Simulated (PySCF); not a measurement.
Al(H)(OMe)(SeH) (CH5AlOSe), SMILES C[O][AlH][SeH].

The structure is a stationary point at ωB97X-D3(BJ)/def2-SVP. The structure was generated by enumeration; whether it is a known compound was not checked. One conformer was computed; it need not be the lowest.

Level of theory: IEF-PCM-PBE0/def2-SVP (PySCF 2.14.0).

The values are the electrostatic part of the solvation free energy, E(continuum) − E(gas) at the gas-phase geometry, in a cavity of scaled van der Waals radii (PySCF's table); cavitation and dispersion terms are not included. A continuum can't describe solvent molecules that bind to the metal. In vacuum the orbital gap is 6.67 eV. The dipole moment in vacuum is 0.19 D.

Computed values in water (ε = 78.36), dimethylsulfoxide (ε = 46.83), diethylether (ε = 4.24):
| solvent | ε | ΔG(elec) (kcal/mol) | dipole (D) | gap (eV) |
|---|---|---|---|---|
| water | 78.36 | -4.8 | 0.11 | 6.94 |
| dimethylsulfoxide | 46.83 | -4.8 | 0.11 | 6.94 |
| diethylether | 4.24 | -3.2 | 0.12 | 6.86 |
